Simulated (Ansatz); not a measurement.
Compare A (`CC(C)O[SiH]`) with its isomer B (`OCC1C[SiH2]1`).

Calculated with Ansatz (gas phase, PBE0-D4/def2-TZVP geometries, no zero-point term in ΔE). CCSD(T)/CBS is the MP2 limit (def2-TZVPP, def2-QZVPP) plus CCSD(T) − MP2 in def2-TZVPP, frozen cores. DFT in def2-TZVPP. B3LYP here is the variant with VWN-RPA as its local correlation; programs differ in this. Each species was taken in one conformer, which may not be the lowest.

Q: Which isomer does CCSD(T)/CBS put lower? Give the gap. (Estimate.)

A: The calculation gave: A, by 100.2 kJ/mol.

Q: Give E(B) − E(A) in kJ/mol with CCSD(T)/def2-SVP, B2PLYP, B3LYP-D4, CCSD/def2-TZVPP, ωB97M-V, HF/def2-TZVPP, BLYP-D4. (Best estimate.)

A: Computed: CCSD(T)/def2-SVP 116.9, B2PLYP 106.2, B3LYP-D4 110.9, CCSD/def2-TZVPP 108.4, ωB97M-V 103.7, HF/def2-TZVPP 124.2, BLYP-D4 116.0. None reverses the order clearly.

Q: Does the order hold for the free energy at 298.15 K (harmonic terms from PBE0-D4)? (Best estimate.)

A: Ansatz gave: Yes: G(B) − G(A) = +96.3 kJ/mol, for one conformer each.

Largest T1 diagnostic: 0.014.

In def2-TZVPP, CCSD(T) changes the Hartree–Fock value by −19.5 kJ/mol (the triples alone add −3.7 kJ/mol) and MP2 by −33.3 kJ/mol. At CCSD(T), def2-SVP lies +16.7 kJ/mol from the extrapolated value and def2-TZVPP +4.5 kJ/mol.
